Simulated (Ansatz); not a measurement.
Consider the formal exchange of groups at the Se–B bond: `FB(F)[SeH]` + `OC=S` → `OC(=S)[SeH]` + `FBF`.

Program: Ansatz. Geometries: PBE0-D4/def2-TZVP. ΔE: electronic, gas phase. CCSD(T)/CBS is the MP2 limit (def2-TZVPP, def2-QZVPP) plus CCSD(T) − MP2 in def2-TZVPP, frozen cores. This one scheme is used for every species. Functionals use def2-TZVPP. B3LYP here is the variant with VWN-RPA as its local correlation; programs differ in this. For Se outer-core shells are correlated without core-valence functions, which leaves a few kJ/mol of doubt a bond. Scalar relativity is left out up to krypton. One conformer a species, not always the lowest.

(1) Is it downhill or uphill in electronic energy at CCSD(T)/CBS, and by how much? (Estimate.)

(2) What do these levels give: r2SCAN-D4, CAM-B3LYP-D4, B3LYP, LC-ωPBE, MP2/def2-TZVPP, HF/def2-QZVPP? (Best estimate.)

Largest T1 diagnostic among the species: 0.018.

Results:

(1) Ansatz gave: Uphill: ΔE = +0.58 eV.

(2) The calculation gave: r2SCAN-D4 0.56, CAM-B3LYP-D4 0.57, B3LYP 0.58, LC-ωPBE 0.63, MP2/def2-TZVPP 0.50, HF/def2-QZVPP 0.65 eV.

The D4 term adds −0.05 eV with B3LYP and −0.02 eV with PBE0; it sums over pairs of atoms, weighted by their polarisabilities, and B3LYP, whose exchange is more repulsive, gets the larger term. From BLYP to BHLYP (50 % exact exchange), in def2-TZVPP and without D4, ΔE moves by +0.07 eV.
